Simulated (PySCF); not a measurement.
PySCF job for C3H7FSi2, SMILES C#C[SiH2][C@H](F)[SiH3], PBE-D3(BJ)/def2-SVP. Geometry optimised at PBE-D3(BJ)/def2-SVP. The structure was generated by enumeration; whether it is a known compound was not checked. One conformer was computed; it need not be the lowest.

```python
import numpy as np
from pyscf import gto, scf, dft, df
from pyscf.hessian import thermo

mol = gto.M(
    atom='''
    C     2.56785888    1.59541558    1.02990500
    C     1.95686057    0.59743129    0.65424067
    Si    0.99093941   -0.86505086    0.10126900
    C    -0.87440245   -0.47647556    0.27072202
    F    -1.56840986   -1.65028525   -0.11412878
    Si   -1.51702267    0.97442005   -0.79984156
    H     3.11127340    2.47215097    1.35870855
    H     1.32854050   -2.05722094    0.94938887
    H     1.30058970   -1.16857899   -1.33588905
    H    -1.10052912   -0.26397196    1.34225871
    H    -1.16573162    0.72276221   -2.23871308
    H    -0.88443516    2.25714077   -0.33728228
    H    -3.01075535    1.06088865   -0.66050304
    ''',
    basis='def2-SVP',
    charge=0,
    spin=0,
    max_memory=1600,
    verbose=3,
)
mf = dft.RKS(mol, xc='pbe').density_fit(auxbasis='def2-universal-jkfit')
mf.disp = 'd3bj'
mf.grids.level = 3
mf.conv_tol = 1e-11
mf.max_cycle = 100
mf.kernel()

# [left out here: the lines that compute and print the analytic Hessian (its translational invariance restored by hand, since the grid's response is missing), thermochemistry and intensities]
```

It prints:

```
[...]
      11   H                -0.01  0.05 -0.11   -0.00  0.00 -0.00   -0.01  0.01 -0.01
      12   H                -0.01  0.01 -0.11    0.00 -0.00  0.01    0.00 -0.01  0.01
Mode                                15                  16                  17
Irrep
Freq [cm^-1]                      749.0863            791.8831            814.3189
Reduced mass [au]                   1.6954              1.6628              1.6436
Force const [Dyne/A]                0.5605              0.6143              0.6421
Char temp [K]                    1077.7684           1139.3435           1171.6236
Normal mode                   x     y     z       x     y     z       x     y     z
       0   C                 0.01  0.01 -0.00   -0.01 -0.01 -0.00    0.00 -0.00  0.00
       1   C                 0.01 -0.01  0.02   -0.03  0.01  0.01    0.01 -0.01 -0.00
       2  Si                -0.04 -0.00  0.02    0.08  0.01  0.00    0.00 -0.03 -0.02
       3   C                 0.07 -0.00 -0.15   -0.07  0.07 -0.06   -0.14  0.09 -0.04
       4   F                 0.00  0.01  0.01   -0.01 -0.03  0.00    0.02 -0.00  0.01
       5  Si                -0.02  0.00  0.03    0.02 -0.01  0.03    0.02 -0.01  0.03
       6   H                -0.02  0.02  0.01    0.04 -0.03 -0.02   -0.01  0.01 -0.00
       7   H                 0.41  0.08 -0.04   -0.39 -0.13 -0.03    0.39  0.11  0.02
       8   H                -0.38 -0.00 -0.05   -0.48 -0.13 -0.09    0.41  0.09  0.05
       9   H                 0.14  0.05 -0.14   -0.25  0.16 -0.12   -0.27  0.20 -0.09
      10   H                 0.19 -0.28  0.13   -0.03 -0.08  0.03    0.01 -0.24  0.07
      11   H                 0.08 -0.00 -0.10   -0.11  0.11 -0.13    0.00 -0.02  0.05
      12   H                -0.03  0.07 -0.20    0.01 -0.04 -0.03    0.01 -0.19  0.07
Mode                                18                  19                  20
Irrep
Freq [cm^-1]                      876.3578            901.8749            906.5261
Reduced mass [au]                   1.1512              1.0379              1.1223
Force const [Dyne/A]                0.5209              0.4974              0.5434
Char temp [K]                    1260.8837           1297.5972           1304.2892
Normal mode                   x     y     z       x     y     z       x     y     z
       0   C                -0.00 -0.00 -0.00   -0.00  0.00 -0.00   -0.00  0.00  0.00
       1   C                -0.01  0.00  0.00    0.00  0.00 -0.00    0.00 -0.00 -0.00
       2  Si                 0.01  0.01  0.00    0.00 -0.00 -0.00    0.01 -0.03 -0.01
       3   C                 0.02  0.01  0.02   -0.01  0.00  0.01    0.03  0.05  0.01
       4   F                -0.01 -0.02 -0.00    0.00  0.00  0.00   -0.02 -0.03 -0.01
       5  Si                -0.02  0.04 -0.03   -0.02  0.00  0.02   -0.01 -0.01 -0.01
       6   H                 0.00 -0.01 -0.01    0.00 -0.00  0.00    0.00 -0.00  0.00
       7   H                -0.13 -0.08 -0.07   -0.01  0.02  0.04   -0.12  0.31  0.50
       8   H                -0.10 -0.11  0.00    0.01  0.05 -0.01   -0.14  0.57 -0.16
       9   H                 0.05 -0.06  0.04   -0.05  0.01 -0.00    0.02  0.02  0.01
      10   H                 0.21 -0.41  0.11    0.16  0.43 -0.02    0.25  0.02  0.05
      11   H                 0.32 -0.27  0.35    0.55 -0.09 -0.49   -0.05  0.02 -0.01
      12   H                -0.01 -0.44  0.29   -0.05 -0.42 -0.15    0.03  0.10  0.26
Mode                                21                  22                  23
Irrep
Freq [cm^-1]                      908.9560            985.9494           1036.5669
Reduced mass [au]                   1.0457              5.2086              1.3839
Force const [Dyne/A]                0.5090              2.9832              0.8761
Char temp [K]                    1307.7853           1418.5616           1491.3890
Normal mode                   x     y     z       x     y     z       x     y     z
       0   C                 0.00 -0.00 -0.00    0.00  0.00  0.00    0.00  0.00  0.00
       1   C                -0.00  0.00  0.00    0.00  0.00  0.00    0.00 -0.00  0.00
       2  Si                -0.00  0.01  0.00    0.01 -0.01 -0.00   -0.01  0.00 -0.02
       3   C                 0.00  0.02 -0.00   -0.11 -0.17 -0.05    0.12 -0.08  0.04
       4   F                -0.01 -0.01 -0.00    0.06  0.11  0.04   -0.01  0.01 -0.00
       5  Si                -0.02 -0.02 -0.01   -0.00  0.01 -0.01   -0.01  0.01  0.01
       6   H                 0.00 -0.00  0.00    0.00  0.00 -0.00   -0.00  0.00 -0.00
       7   H                 0.09 -0.14 -0.23   -0.10  0.04  0.11   -0.10  0.02  0.05
       8   H                 0.10 -0.26  0.08   -0.09  0.10 -0.05    0.12 -0.01  0.02
       9   H                -0.05  0.04 -0.02   -0.08 -0.16 -0.04   -0.63  0.44 -0.22
      10   H                 0.58  0.18  0.11    0.14 -0.04  0.03    0.05 -0.12  0.04
      11   H                -0.11  0.11 -0.22   -0.02  0.02 -0.02    0.03 -0.01  0.01
      12   H                 0.06  0.24  0.51    0.01 -0.02  0.17   -0.02  0.05 -0.08
Mode                                24                  25                  26
Irrep
Freq [cm^-1]                     1233.2632           2083.2442           2169.0370
Reduced mass [au]                   1.1600              5.9194              1.0192
Force const [Dyne/A]                1.0395             15.1359              2.8251
Char temp [K]                    1774.3912           2997.3245           3120.7613
Normal mode                   x     y     z       x     y     z       x     y     z
       0   C                 0.00 -0.00 -0.00   -0.08 -0.14 -0.05    0.00  0.00  0.00
       1   C                 0.00 -0.00 -0.00    0.11  0.18  0.07   -0.00 -0.00 -0.00
       2  Si                 0.01  0.00  0.00   -0.00 -0.01 -0.00    0.00 -0.01 -0.00
       3   C                -0.06 -0.07  0.04   -0.00 -0.00 -0.00    0.00  0.00 -0.00
       4   F                 0.01 -0.01 -0.03    0.00  0.00  0.00   -0.00 -0.00 -0.00
       5  Si                -0.00  0.01  0.00   -0.00 -0.00 -0.00    0.01 -0.02  0.01
       6   H                -0.00  0.00  0.00   -0.15 -0.25 -0.09    0.00  0.00  0.00
       7   H                -0.02 -0.01  0.01   -0.01  0.01 -0.02   -0.03  0.12 -0.09
       8   H                -0.04  0.01 -0.01   -0.01 -0.00  0.02   -0.03  0.03  0.13
       9   H                 0.52  0.76  0.02    0.00 -0.00  0.00    0.00 -0.01 -0.00
      10   H                 0.03 -0.03  0.01   -0.00  0.00  0.00    0.12 -0.09 -0.47
      11   H                 0.00  0.01 -0.02    0.00  0.00  0.00    0.25  0.50  0.18
      12   H                -0.01 -0.02  0.01    0.00 -0.00 -0.00   -0.59  0.03  0.06
Mode                                27                  28                  29
Irrep
Freq [cm^-1]                     2178.1290           2181.9779           2183.3287
Reduced mass [au]                   1.0323              1.0511              1.0516
Force const [Dyne/A]                2.8855              2.9484              2.9536
Char temp [K]                    3133.8426           3139.3803           3141.3238
Normal mode                   x     y     z       x     y     z       x     y     z
       0   C                 0.00  0.00  0.00    0.00  0.00  0.00    0.00  0.00  0.00
       1   C                -0.00 -0.01 -0.00   -0.00 -0.00 -0.00   -0.00 -0.00 -0.00
       2  Si                 0.01 -0.03  0.00    0.00  0.01 -0.03    0.00 -0.00  0.01
       3   C                -0.00 -0.00  0.00   -0.00  0.00 -0.00   -0.00 -0.00 -0.00
       4   F                 0.00  0.00  0.00    0.00 -0.00  0.00    0.00  0.00  0.00
       5  Si                -0.00  0.01  0.00   -0.01  0.01  0.02   -0.03 -0.02 -0.00
       6   H                 0.00  0.01  0.00    0.00  0.00  0.00    0.00  0.00  0.00
       7   H                -0.19  0.67 -0.49    0.10 -0.33  0.23   -0.03  0.12 -0.08
       8   H                -0.09  0.08  0.42   -0.14  0.14  0.64    0.03 -0.03 -0.13
       9   H                 0.00  0.00  0.00    0.00 -0.00  0.00    0.00  0.00  0.00
      10   H                -0.00  0.00  0.00    0.11 -0.08 -0.45    0.00 -0.02 -0.07
      11   H                -0.09 -0.18 -0.06   -0.06 -0.12 -0.04    0.26  0.55  0.20
      12   H                 0.10 -0.00 -0.01    0.30 -0.01 -0.02    0.69 -0.05 -0.07
Mode                                30                  31                  32
Irrep
Freq [cm^-1]                     2186.3883           2959.2356           3389.0813
Reduced mass [au]                   1.0501              1.0835              1.1566
Force const [Dyne/A]                2.9575              5.5903              7.8270
Char temp [K]                    3145.7259           4257.6811           4876.1334
Normal mode                   x     y     z       x     y     z       x     y     z
       0   C                -0.00 -0.00 -0.00   -0.00 -0.00 -0.00    0.05  0.08  0.03
       1   C                 0.00  0.00  0.00   -0.00  0.00 -0.00   -0.01 -0.02 -0.01
       2  Si                -0.00 -0.00  0.02    0.00 -0.00  0.00    0.00  0.00  0.00
       3   C                 0.00  0.00  0.00   -0.02  0.01  0.08    0.00 -0.00 -0.00
       4   F                -0.00 -0.00 -0.00    0.00  0.00 -0.00   -0.00 -0.00 -0.00
       5  Si                -0.00  0.02  0.03   -0.00  0.00  0.00    0.00 -0.00  0.00
       6   H                -0.00 -0.00 -0.00   -0.00 -0.00 -0.00   -0.46 -0.75 -0.28
       7   H                -0.04  0.13 -0.09   -0.00  0.00 -0.00   -0.00  0.00 -0.00
       8   H                 0.11 -0.11 -0.51    0.00 -0.00 -0.00   -0.00 -0.00  0.00
       9   H                -0.00  0.00  0.01    0.20 -0.17 -0.92   -0.00  0.00  0.00
      10   H                 0.16 -0.11 -0.67    0.00 -0.00 -0.01   -0.00  0.00 -0.00
      11   H                -0.16 -0.32 -0.11    0.00 -0.00  0.00   -0.00  0.00 -0.00
      12   H                 0.13 -0.00 -0.00    0.00 -0.00 -0.00   -0.00  0.00 -0.00
temperature 298.1500 [K]
pressure 101325.00 [Pa]
Rotational constants [GHz] 3.11125 1.40757 1.03954
Symmetry number 1
Zero-point energy (ZPE) 0.07813 [Eh]   205137.163 [J/mol]
                           tot       elec      trans        rot        vib
Entropy [J/mol/K]       395.679      0.000    168.271    119.861    107.546
Cv [J/mol/K]            136.893      0.000     12.472     12.472    111.949
Cp [J/mol/K]            145.207      0.000     20.786     12.472    111.949
Internal energy [J/mol]                      3718.434   3718.434 222132.520
Internal energy [Eh]   -796.28481  -796.37225
Enthalpy [J/mol]                             6197.391   3718.434 222132.520
Enthalpy [Eh]          -796.28386
Gibbs free energy [J/mol]                  -43972.756 -32018.188 190067.706
Gibbs free energy [Eh] -796.32880
mode   freq/cm-1   IR/(km/mol)
   1       43.34         0.086
   2       80.04         0.115
   3      136.03         0.035
   4      164.75         0.359
   5      221.45         4.943
   6      232.62         8.154
   7      247.27        10.472
   8      332.69        11.591
   9      486.28         5.404
  10      524.29         1.402
  11      596.50        24.059
  12      627.24        31.806
  13      668.40        29.443
  14      698.69        33.023
  15      701.46        23.715
  16      749.09        38.632
  17      791.88       234.784
  18      814.32        47.911
  19      876.36       183.253
  20      901.87        30.025
  21      906.53        60.918
  22      908.96        26.449
  23      985.95        57.567
  24     1036.57        15.467
  25     1233.26         2.086
  26     2083.24        28.465
  27     2169.04        69.872
  28     2178.13        48.364
  29     2181.98        26.544
  30     2183.33        94.386
  31     2186.39       142.298
  32     2959.24         6.392
  33     3389.08        54.472
max |gradient| / (hartree/bohr): 0.0001809756807379881
APT charges: [-0.1898 -0.4632  1.1907 -0.0203 -0.4686  0.9125  0.2127 -0.2548 -0.2361
 -0.0204 -0.2156 -0.2146 -0.2324]
```

The calculation finished and met its thresholds.
